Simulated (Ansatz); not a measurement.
`[CH3][V](=[O])([OH])[Cl]`, charge 0, multiplicity 1.

Question: Give a relaxed structure at PBE0-D4/def2-TZVP (Ansatz 0.2.0). (Estimate.)

Answer: The calculation gave: 
Cartesian coordinates in Å:
```
C 0.529 0.849 0.731
V -0.686 -0.379 -0.277
O -1.805 -0.703 0.744
O 0.251 -1.831 -0.588
Cl -1.370 0.697 -2.014
H 0.867 0.353 1.642
H -0.053 1.739 0.981
H 1.373 1.107 0.087
H 0.895 -1.833 -1.305
```
This is one stationary point; other conformers may exist.
